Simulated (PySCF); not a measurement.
Molecule: SMILES FC(F)C(F)(F)F, C2HF5.

Geometry (Å), atoms numbered from 1 in this order:
```xyz
8

F    -0.091   -1.732    0.183
C     0.350   -0.595   -0.370
F     1.669   -0.486   -0.171
C    -0.351    0.587    0.303
F    -0.093    0.625    1.601
F     0.061    1.724   -0.249
F    -1.664    0.481    0.128
H     0.135   -0.597   -1.452
```

Geometry PBE0-D3(BJ)/def2-SVP throughout; GIAO in PySCF 2.14.0 with density-fitted response routines, gas phase, one conformer, non-relativistic; equivalent atoms averaged; basis pcSseg-2.

For orientation, PBE gives these shifts δ (against CFCl3, TMS at the same level): F5/F6/F7 -113.9, F1/F3 -167.2, C4 133.6, C2 118.8, H8 5.88 ppm.

A run gave: F5/F6/F7 -91.9, F1/F3 -144.9, C4 132.4, C2 116.8, H8 5.74 ppm (shifts δ (against CFCl3, TMS at the same level)).

Which functional was used in that run?
A. B3LYP
B. CAM-B3LYP
C. HF
D. WP04

Answers

D. C4 tells them apart best: WP04 gives 132.4, B3LYP gives 129.9, CAM-B3LYP gives 130.2, HF gives 110.4 ppm.
